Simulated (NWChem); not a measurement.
Molecule: CH$_{7}$AlGe; SMILES [AlH]([GeH3])[CH3]

**Question.** Give the equilibrium geometry at PBE0/def2-SVP (NWChem) as an XYZ file, with the point group.

**Answer.** point group Cs; any orientation.
```
10

Al    -0.6257     1.1783     0.1328
Ge     0.1180    -1.1820    -0.0766
H     -0.5753    -1.8998    -1.2581
H      1.6388    -1.3427    -0.2966
H     -0.2341    -2.0093     1.1817
H     -2.1805     1.4537     0.3665
C      0.6029     2.6985     0.0247
H      0.5538     3.2973     0.9512
H      0.3014     3.3778    -0.7921
H      1.6532     2.4145    -0.1404
```
